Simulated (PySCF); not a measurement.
In(NH2)3 (H6InN3), SMILES [NH2][In]([NH2])[NH2]. Geometry optimised at PBE-D3(BJ)/def2-SVP. The structure was generated by enumeration; whether it is a known compound was not checked. The def2 effective core potentials stand for the cores of In; spin–orbit coupling is left out. One conformer was computed; it need not be the lowest.

Computed with PBE-D3(BJ)/def2-SVP run with PySCF.

Harmonic wavenumbers (cm⁻¹): 95, 107, 131, 135, 197, 207, 449, 451, 462, 583, 585, 590, 719, 801, 801, 1478, 1484, 1492, 3414, 3414, 3416, 3514, 3514, 3514. Rotational constants (GHz): 4.576, 4.452, 2.283; symmetry number 1.

Q: Work out the zero-point energy and the ideal-gas rigid-rotor harmonic-oscillator thermochemistry at 298.15 K and 1 atm.

A: ZPE = ½ Σ hcν = ½ × 31554 cm⁻¹ = 188.73 kJ/mol. H − E(el) = 213.06 kJ/mol. Entropy in J/(mol K): translation 172.26, rotation 110.20, vibration 89.62, total 372.08. G − E(el) = 102.12 kJ/mol. Cp = 121.04 J/(mol K). Modes under 150 cm⁻¹ make the vibrational entropy uncertain.
